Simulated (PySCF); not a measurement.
## Calculated data, BGeH₃NO, GeH₄NOSi, AlBGeH₃N, AlGeH₄N₂ and others

Calculation on a computer-drawn molecule: optimised geometry and harmonic frequencies of an isolated molecule of the commonest isotopes, restricted reference for singlets and unrestricted otherwise, frozen core in MP2; on germanium a core potential holds 10 electrons, which the energies leave out, and 3d is frozen in MP2 and coupled-cluster steps. Program: PySCF 2.14.0.

Common to all runs: basis and core potential on germanium cc-pVDZ-PP ECP10MDF.

```yaml
- entry: 1
  formula: BGeH3NO
  start_structure:
    atoms_angstrom:
      - ["N", 1.8689, 1.4255, -0.2776]
      - [Ge, 0.8803, 0.0718, 0.4695]
      - [B, 1.0029, 0.2751, 2.5246]
      - [O, 1.1106, 0.3178, 3.7063]
      - [H, 2.8434, 1.4444, -0.0305]
      - [H, 1.7884, 1.5102, -1.2764]
      - [H, -0.5736, 0.2378, 0.0127]
  given:
    charge: 0
    multiplicity: 2
    method: MP2
    basis: cc-pVDZ
    drawn_bonds_atom: [1, 2, 3, 1, 1, 2]
    drawn_bonds_other_atom: [2, 3, 4, 5, 6, 7]
    drawn_bonds_order: [1, 1, 2, 1, 1, 1]
  results:
    optimised_atom_element: ["N", Ge, B, O, H, H, H]
    "optimised_atom_x [angstrom]": [1.85, 0.8731, 1.003, 1.13, 2.837, 1.815, -0.5876]
    "optimised_atom_y [angstrom]": [1.466, 0.06829, 0.2726, 0.3105, 1.451, 1.47, 0.2439]
    "optimised_atom_z [angstrom]": [-0.2758, 0.4661, 2.51, 3.725, -0.005867, -1.299, 0.007781]
    "modes_frequency [cm^-1]": [115.8, 219.3, 294.6, 363.0, 414.5, 577.3, 611.9, 674.0, 718.2, 921.4, 1572, 1904, 2150, 3530, 3638]
    "modes_reduced_mass [dalton]": [4.403, 1.281, 3.014, 8.166, 14.15, 1.169, 1.82, 1.567, 1.425, 1.138, 1.095, 12.32, 1.021, 1.051, 1.093]
    "rotational_constants [GHz]": [12.07, 2.54, 2.136]
    "total_energy [hartree]": -449.6743
    spin_squared: 0.761
    "convergence_status_largest_gradient_component [hartree/bohr]": 2.181e-05
- entry: 2
  formula: GeH4NOSi
  start_structure:
    atoms_angstrom:
      - ["N", -0.1184, -0.1703, -0.6458]
      - [Ge, -0.5862, 0.458, 0.9308]
      - [O, -2.1551, 0.5939, 1.3138]
      - [Si, 1.2787, 1.4212, 1.9997]
      - [H, -0.7841, -0.6119, -1.2409]
      - [H, 0.8356, -0.5113, -0.9079]
      - [H, 2.4366, 0.6931, 1.8037]
      - [H, 1.1356, 1.5582, 3.4869]
  given:
    charge: 0
    multiplicity: 2
    method: HF
    basis: "cc-pV(D+d)Z"
    drawn_bonds_atom: [1, 2, 2, 1, 1, 4, 4]
    drawn_bonds_other_atom: [2, 3, 4, 5, 6, 7, 8]
    drawn_bonds_order: [1, 2, 1, 1, 1, 1, 1]
  results:
    optimised_atom_element: ["N", Ge, O, Si, H, H, H, H]
    "optimised_atom_x [angstrom]": [-0.1103, -0.6059, -2.168, 1.277, -0.7837, 0.8375, 2.532, 1.064]
    "optimised_atom_y [angstrom]": [-0.2331, 0.5234, 0.648, 1.418, -0.6844, -0.4475, 0.7122, 1.494]
    "optimised_atom_z [angstrom]": [-0.6401, 0.8981, 1.323, 2.05, -1.23, -0.8795, 1.711, 3.508]
    "modes_frequency [cm^-1]": [125.2, 133.6, 179.9, 217.9, 246.9, 368.5, 438.2, 557.0, 564.8, 769.3, 852.3, 982.1, 1035, 1664, 2313, 2347, 3778, 3898]
    "modes_reduced_mass [dalton]": [1.069, 4.737, 3.156, 1.554, 5.07, 11.46, 1.067, 1.125, 1.12, 5.333, 1.258, 1.077, 14.3, 1.119, 1.034, 1.05, 1.049, 1.1]
    "rotational_constants [GHz]": [6.438, 2.73, 1.927]
    "total_energy [hartree]": -713.9022
    spin_squared: 0.762
    "convergence_status_largest_gradient_component [hartree/bohr]": 2.336e-05
- entry: 3
  formula: AlBGeH3N
  start_structure:
    atoms_angstrom:
      - ["N", -0.5754, 1.5554, 2.7056]
      - [Al, 0.8872, 0.7542, 2.3989]
      - [B, 2.6398, -0.3336, 2.1674]
      - [Ge, 4.0011, -0.3374, 0.5287]
      - [H, -1.0279, 2.1424, 1.9906]
      - [H, 2.9522, -0.9906, 3.0852]
      - [H, 4.6829, 0.8647, 1.2924]
  given:
    charge: 0
    multiplicity: 1
    method: HF
    basis: "cc-pV(D+d)Z"
    drawn_bonds_atom: [1, 2, 3, 1, 3, 4]
    drawn_bonds_other_atom: [2, 3, 4, 5, 6, 7]
    drawn_bonds_order: [2, 1, 1, 1, 1, 1]
  results:
    optimised_atom_element: ["N", Al, B, Ge, H, H, H]
    "optimised_atom_x [angstrom]": [-0.4221, 0.9006, 2.708, 3.953, -1.253, 2.987, 4.687]
    "optimised_atom_y [angstrom]": [1.635, 0.738, -0.3904, -0.3185, 2.173, -1.086, 0.9046]
    "optimised_atom_z [angstrom]": [2.294, 2.337, 2.22, 0.5696, 2.32, 3.159, 1.269]
    "modes_frequency [cm^-1]": [61.52, 141.5, 168.1, 276.8, 385.5, 431.6, 505.2, 538.6, 636.4, 749.3, 802.7, 1234, 1982, 2700, 3996]
    "modes_reduced_mass [dalton]": [8.271, 3.565, 12.59, 1.188, 1.415, 2.785, 1.148, 1.121, 2.53, 1.355, 1.531, 9.458, 1.02, 1.09, 1.086]
    "rotational_constants [GHz]": [18.63, 1.017, 0.9735]
    "total_energy [hartree]": -616.0671
    "convergence_status_largest_gradient_component [hartree/bohr]": 4.441e-05
- entry: 4
  formula: AlGeH4N2
  start_structure:
    atoms_angstrom:
      - ["N", 2.7069, -1.8602, 1.853]
      - [Al, 1.837, -2.27, 0.5114]
      - ["N", 0.8295, -2.7719, -0.9317]
      - [Ge, -0.4359, -1.8251, -2.0055]
      - [H, 2.462, -0.8557, 2.189]
      - [H, 1.0189, -3.6654, -1.4304]
      - [H, -0.9869, -0.8478, -0.7574]
      - [H, -1.544, -2.8983, -1.9927]
  given:
    charge: 0
    multiplicity: 2
    method: HF
    basis: "cc-pV(D+d)Z"
    drawn_bonds_atom: [1, 2, 3, 1, 3, 4, 4]
    drawn_bonds_other_atom: [2, 3, 4, 5, 6, 7, 8]
    drawn_bonds_order: [2, 1, 1, 1, 1, 1, 1]
  results:
    optimised_atom_element: ["N", Al, "N", Ge, H, H, H, H]
    "optimised_atom_x [angstrom]": [2.49, 1.706, 0.8399, -0.5516, 2.964, 1.15, -1.039, -1.671]
    "optimised_atom_y [angstrom]": [-1.577, -2.134, -2.732, -1.957, -1.225, -3.599, -0.7772, -2.992]
    "optimised_atom_z [angstrom]": [1.739, 0.4723, -0.9391, -1.889, 2.533, -1.346, -1.03, -2.105]
    "modes_frequency [cm^-1]": [91.05, 103.5, 190.9, 211.3, 383.0, 409.6, 455.0, 540.3, 711.4, 764.3, 868.4, 912.6, 1190, 1292, 2152, 2183, 3764, 4012]
    "modes_reduced_mass [dalton]": [4.285, 1.55, 5.041, 9.202, 1.097, 1.257, 1.23, 2.463, 1.375, 1.138, 3.189, 1.085, 1.237, 9.212, 1.017, 1.024, 1.075, 1.087]
    "rotational_constants [GHz]": [24.23, 1.2, 1.15]
    "total_energy [hartree]": -646.4794
    spin_squared: 0.755
    "convergence_status_largest_gradient_component [hartree/bohr]": 5.542e-05
- entry: 5
  formula: BGeH4N2
  start_structure:
    atoms_angstrom:
      - ["N", -0.0011, -1.2586, 0.9615]
      - [Ge, 1.1463, -1.6193, -0.2352]
      - [B, 1.1763, -0.5545, -1.9412]
      - ["N", 0.7178, 0.3601, -2.6857]
      - [H, -0.7329, -0.4592, 1.0216]
      - [H, 2.0422, -2.6916, 0.0656]
      - [H, -0.0679, 0.9949, -2.5732]
      - [H, 1.1845, 0.5666, -3.6606]
  given:
    charge: 1
    multiplicity: 1
    method: HF
    basis: cc-pVDZ
    drawn_bonds_atom: [1, 2, 3, 1, 2, 4, 4]
    drawn_bonds_other_atom: [2, 3, 4, 5, 6, 7, 8]
    drawn_bonds_order: [2, 1, 1, 1, 1, 1, 1]
  results: {}
- entry: 6
  formula: BGeH3NO
  start_structure:
    atoms_angstrom:
      - ["N", -2.5019, 0.3285, -0.9876]
      - [Ge, -1.7037, 0.3337, 0.467]
      - [B, 0.4397, 0.1505, 0.4702]
      - [O, 1.6693, 0.1198, 0.4045]
      - [H, -1.9656, 0.2477, -1.839]
      - [H, -2.2035, 0.4366, 1.8763]
      - [H, 2.4626, -0.4003, 0.3023]
  given:
    charge: 1
    multiplicity: 1
    method: MP2
    basis: cc-pVDZ
    drawn_bonds_atom: [1, 2, 3, 1, 2, 4]
    drawn_bonds_other_atom: [2, 3, 4, 5, 6, 7]
    drawn_bonds_order: [2, 1, 1, 1, 1, 1]
  results: {}
```

To be estimated
1. Estimate the total energy of BGeH₄N₂ (entry 5).
2. Give the missing rotational constants for BGeH₄N₂ (entry 5).
3. Estimate the rotational constants of BGeH₃NO (entry 6).
4. Give the missing total energy for BGeH₃NO (entry 6).

Answers
1. -428.9803 hartree
2. 16.13, 2.281, 2.022 GHz
3. 16.59, 2.257, 1.989 GHz
4. -449.3338 hartree

Further results for BGeH₄N₂ (entry 5):

- convergence status largest gradient component: 7.138e-06 hartree/bohr

Optimised structure:
```xyz
8
BGeH4N2
N      0.1009    -1.2184     1.2658
Ge     0.9951    -1.6432    -0.0739
B      0.8617    -0.4259    -1.8021
N      0.7246     0.3824    -2.8383
H     -0.4760    -0.3916     1.2069
H      1.9249    -2.8045    -0.2653
H      0.0211     0.2492    -3.5517
H      1.3129     1.1904    -2.9886
```

Modes:
```csv
frequency (cm⁻¹),reduced mass (dalton)
83.66,1.064
121.3,4.435
235.1,2.075
342.8,6.971
344.7,1.464
364.4,5.702
668.7,1.291
724.4,1.077
798.2,1.15
839.3,1.319
885.4,1.55
1019,3.072
1546,1.437
1739,2.886
2376,1.021
3685,1.053
3766,1.078
3778,1.096
```

Further results for BGeH₃NO (entry 6):

* convergence status largest gradient component: 2.097e-05 hartree/bohr

Optimised structure:
```xyz
7
BGeH3NO
N     -2.5905     0.3601    -0.9977
Ge    -1.6619     0.3221     0.4671
B      0.4467     0.1170     0.4837
O      1.6790     0.0777     0.2700
H     -1.9982     0.2658    -1.8458
H     -2.2099     0.4308     1.8719
H      2.5317    -0.3569     0.4446
```

Modes:
```csv
frequency (cm⁻¹),reduced mass (dalton)
85.97,2.545
116.4,1.658
236.6,2.378
280.9,1.15
321,6.221
337.2,7.062
366.8,1.834
681.5,1.082
743.8,1.071
781.2,6.071
921.9,1.232
1739,8.915
2300,1.021
3431,1.076
3803,1.078
```
